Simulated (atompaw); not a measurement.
# germanium (Ge) PAW (atompaw): all-electron and pseudo phase curves

- Element: germanium (Ge)
- Generator: atompaw 4.2.0.5
- Type: PAW
- Functional: PBE
- Relativity: scalar-relativistic
- Frozen core: [Ar] 3d10
- Valence charge: 4
- Reference configuration: 4s2 4p0 (charge +2)
- Partial waves: 4s (bound): rc 2.45 bohr; 4s channel at -1.7 Ry: rc 1.60 bohr; 4p (bound, empty): rc 2.45 bohr; 4p channel at 2.1 Ry: rc 2.45 bohr; 4d channel at 0.15 Ry: rc 2.45 bohr
- Local potential: bessel scheme, radius 2.10 bohr
- Core correction: smooth core density matched at 1.80 bohr
- Augmentation charge: besselshape compensation charge, radius 1.85 bohr; PAW radius 2.45 bohr; waves and projectors: custom polynom vanderbiltortho

The phase is arctan(r·u′/u) with u = r·R(r), unwrapped; energies in Ry, scanned from -4 to 5 Ry. A pole is an energy at which the radial function vanishes at the test radius. The pseudo phase is shifted by a multiple of π to meet the all-electron one at the reference energy, and phase errors are pseudo minus all-electron; the curves can meet again beyond the range given. Levels narrower than the energy grid can be missing from the lists of poles.

```json
{"channel": "s", "radius (bohr)": "2.47", "reference energy (Ry)": "-2.15", "poles, all-electron": "-1.15", "poles, pseudo": "-1.14", "unbroken range about the reference energy with phases within 0.05 rad": "below 1.1", "phase error 1 Ry above the reference energy (rad)": "+0.002"}
{"channel": "p", "radius (bohr)": "2.47", "reference energy (Ry)": "-1.46", "poles, all-electron": "0.06", "poles, pseudo": "0.05", "unbroken range about the reference energy with phases within 0.05 rad": "the whole range", "phase error 1 Ry above the reference energy (rad)": "-0.000"}
{"channel": "d", "radius (bohr)": "2.47", "reference energy (Ry)": "0.15", "poles, all-electron": "-3.59, 2.18", "poles, pseudo": "2.09", "unbroken range about the reference energy with phases within 0.05 rad": "-3.4 to 3.9", "phase error 1 Ry above the reference energy (rad)": "-0.005"}
```

Phases in the p channel:

```tsv
E (Ry)	all-electron	pseudo
-4.00	1.282	1.282
-3.52	1.238	1.238
-3.04	1.167	1.167
-2.56	1.033	1.032
-2.08	0.689	0.689
-1.60	-0.351	-0.351
-1.12	-1.160	-1.160
-0.64	-1.417	-1.417
-0.16	-1.535	-1.535
0.32	-1.608	-1.608
0.80	-1.666	-1.666
1.28	-1.721	-1.721
1.76	-1.784	-1.784
2.24	-1.869	-1.869
2.72	-2.010	-2.011
3.20	-2.313	-2.319
3.68	-3.083	-3.114
4.16	-3.944	-3.975
4.64	-4.295	-4.316
```
